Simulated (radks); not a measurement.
Q: All-electron atom: Os3+ in [Xe] 4f14 5d5. Method: scalar-relativistic Kohn-Sham, BLYP, spin-unpolarised, spherical densities, finite nucleus; Fermi nuclear charge, rms radius 5.4126 fm; computed with a radial shooting solver on a logarithmic mesh with Libxc functionals. Some entries of the table are withheld. Estimate them.

orbital  occ.  eigenvalue (hartree)  r(max) (bohr)  <r> (bohr)
1s          2             -2715.204        0.01103     0.01774
2s          2             -473.8540        0.06340     0.07491
2p          6             -412.8891        0.05219     0.06727
3s          2             -111.1354            (1)         (2)
3p          6             -93.22657         0.1774         (3)
3d         10                   (4)         0.1444      0.1762
4s          2             -24.33626         0.4048      0.4319
4p          6             -18.45997         0.4251      0.4594
4d         10             -11.15580         0.4345      0.4890
5s          2              -4.48689         0.9125       1.003
4f         14              -3.03956         0.4054      0.5559
5p          6              -2.98200          1.028       1.159
5d          5              -1.28246          1.322       1.615
6s          0              -1.12524          2.235       2.469
6p          0              -0.82023          2.719       2.992

A: 
(1) 3s r(max) (bohr): 0.1788
(2) 3s <r> (bohr): 0.1939
(3) 3p <r> (bohr): 0.1945
(4) 3d eigenvalue (hartree): -73.18333
